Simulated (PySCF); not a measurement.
Geometry (Å), atoms numbered from 1 in this order:
```xyz
20

C    -0.2923   -1.0428    1.0837
C    -0.6970    0.1103    0.1597
C    -1.0506   -0.4311   -1.2294
C    -1.8917    0.8645    0.7509
Si    0.7566    1.3228    0.0076
C     2.3337    0.5152   -0.6879
N     2.3368   -0.7010   -1.0663
H     0.5657   -1.5967    0.6743
H    -1.1336   -1.7499    1.1955
H    -0.0270   -0.6861    2.0925
H    -0.1965   -0.9605   -1.6774
H    -1.8929   -1.1420   -1.1537
H    -1.3603    0.3740   -1.9155
H    -2.2014    1.7103    0.1156
H    -1.6745    1.2591    1.7569
H    -2.7594    0.1872    0.8428
H     1.1144    1.9054    1.3429
H     0.4129    2.4681   -0.8986
H     3.2462    1.1487   -0.7497
H     3.2609   -0.9801   -1.4180
```

Computational details: geometry: PBE0-D3(BJ)/def2-SVP, B3LYP/pcSseg-1 with gauge-including orbitals, in PySCF (gas phase, averaged over atoms made equivalent by symmetry, fast rotation or ring inversion, non-relativistic Hamiltonian, one conformer).

Chemical shifts δ = σref − σ; 13C, 1H, 29Si against TMS; 15N vs NH3, all at this level.

| atoms | nucleus | count | δ (ppm) |
| --- | --- | --- | --- |
| H8/H9/H10/H11/H12/H13/H14/H15/H16 | 1H | 9 | ? |
| H17/H18 | 1H | 2 | 4.04 |
| H20 | 1H | 1 | 11.81 |
| Si5 | 29Si | 1 | ? |
| C6 | 13C | 1 | 196.7 |
| C2 | 13C | 1 | 20.1 |
| H19 | 1H | 1 | 9.08 |
| C1/C3/C4 | 13C | 3 | ? |
| N7 | 15N | 1 | 430.3 |

Complete the table.

Results:


- C1/C3/C4: 28.4 ppm, carbon bonded to C, 3 H
- H8/H9/H10/H11/H12/H13/H14/H15/H16: 1.18 ppm, hydrogen on a carbon bonded to C
- Si5: -36.3 ppm, silicon bonded to 2 C, 2 H

OH and NH positions are those of a molecule without intermolecular hydrogen bonds; in solution they move with solvent, concentration and temperature, and exchange usually removes their couplings. Shifts are as computed. Against solution values, carbons near 30 ppm lie about +2 ppm off and those near 130 ppm about +6 ppm. Of 1313 compounds with measured shifts, 239 miss one by over three times the rms of a fit or turn the order of signals round; such compounds aren't used in these exercises. Experimental scales use liquid or dissolved standards, which lie at an offset from isolated NH3 (liquid NH3: subtract about 20 ppm). Unscaled 15N shifts of sp2 nitrogen come out 20 to 40 ppm too high even then.
